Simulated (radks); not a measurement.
The numbers below are computed, except where a source is named.
Spherical quantum dot in the effective-mass picture: electrons in a well V = -V0 / (1 + exp((r - R)/a)) with V0 = 4.03, R = 4.99, a = 0.38, all in effective atomic units (hartree* = m*/eps^2 hartree, bohr* = eps/m* bohr), one dielectric constant everywhere. Level of theory: non-relativistic Kohn-Sham, LDA (Slater exchange, Perdew-Wang correlation), spin-polarised, spherical densities (a radial shooting solver with Libxc functionals). Levels are named by radial order and angular momentum (1s, 1p, 1d, 2s, ...), and open shells are averaged over m. Results are scaled to m* = 0.572 and eps = 16, for which hartree* = 60.8 meV and bohr* = 1.48 nm. Each electron was tried in the lowest free levels, single moves between levels near the top were tried too, and the lowest total energy was kept; such a search can miss a lower state. The series stops at N = 11: beyond it a trial failed or the search could not be trusted, so later rows were left out. At N = 1 the Hartree and exchange-correlation terms need not cancel, so that row can carry a self-interaction error.

| N | open shells | 2S | mu = E(N) - E(N-1) (meV) | addition energy mu(N+1) - mu(N) (meV) | e(HOMO) (meV) | rms radius (nm) |
|---|---|---|---|---|---|---|
| 1 | 1s(up 1, down 0) | 1 | -230.57 | 19.50 | -222.70 | 3.792 |
| 2 | none | 0 | -211.07 | 27.21 | -203.12 | 4.026 |
| 3 | 1p(up 1, down 0) | 1 | -183.86 | 15.23 | -176.31 | 4.330 |
| 4 | 1p(up 2, down 0) | 2 | -168.63 | 15.43 | -160.92 | 4.509 |
| 5 | 1p(up 3, down 0) | 3 | -153.19 | 18.99 | -145.47 | 4.639 |
| 6 | 1p(up 3, down 1) | 2 | -134.21 | 14.64 | -126.93 | 4.748 |
| 7 | 1p(up 3, down 2) | 1 | -119.57 | 14.78 | -112.19 | 4.838 |
| 8 | none | 0 | -104.79 | 27.24 | -97.388 | 4.916 |
| 9 | 1d(up 1, down 0) | 1 | -77.551 | 14.18 | -70.461 | 5.008 |
| 10 | 1d(up 2, down 0) | 2 | -63.367 | 14.18 | -56.273 | 5.087 |
| 11 | 1d(up 3, down 0) | 3 | -49.186 | - | -42.103 | 5.156 |

All shells are closed at N = 2, 8 (there: 1s2 1p6); the second difference of the energy has clear peaks (12 % above both neighbours; the first and last values, which can be the largest, are not judged, and half-filled shells can peak too) at N = 2, 5, 8.
